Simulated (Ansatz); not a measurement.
Reactions of BH7OSSi2 (`BO[SiH2]S[SiH3]`).

Isolated molecules relaxed with PBE0-D4/def2-TZVP in Ansatz; ΔE leaves out vibrations. CBS: MP2 limit from def2 TZ/QZ plus the TZ coupled-cluster correction, frozen cores. This one scheme is used for every species. DFT in def2-TZVPP. B3LYP here is the variant with VWN-RPA as its local correlation; programs differ in this. Each species was taken in one conformer, which may not be the lowest.

```tsv
reaction	CCSD(T)/CBS(def2) (eV)
`BO[SiH2]S[SiH3]` + `O[SiH2]N[SiH3]` → `[SiH3]N[SiH2]O[SiH3]` + `BO[SiH2]S`	?
`BO[SiH2]S[SiH3]` + `OB[SiH2][AlH2]` → `BOB[SiH2][AlH2]` + `O[SiH2]S[SiH3]`	0.22
`BO[SiH2]S[SiH3]` + `[SiH3]S` → `[SiH3]S[SiH2]S[SiH3]` + `BO`	0.15
`BO[SiH2]S[SiH3]` + `N[SiH3]` → `[SiH3]N[SiH3]` + `BO[SiH2]S`	0.08
`BO[SiH2]S[SiH3]` + `FBN[SiH3]` → `FBN([SiH3])[SiH3]` + `BO[SiH2]S`	0.17
```

Task: Fill in the missing values. (An estimate is asked.)

Result: The calculation gave: `BO[SiH2]S[SiH3]` + `O[SiH2]N[SiH3]` → `[SiH3]N[SiH2]O[SiH3]` + `BO[SiH2]S`: -0.44 eV.

Largest T1 diagnostic: 0.017, for `BOB[SiH2][AlH2]`.
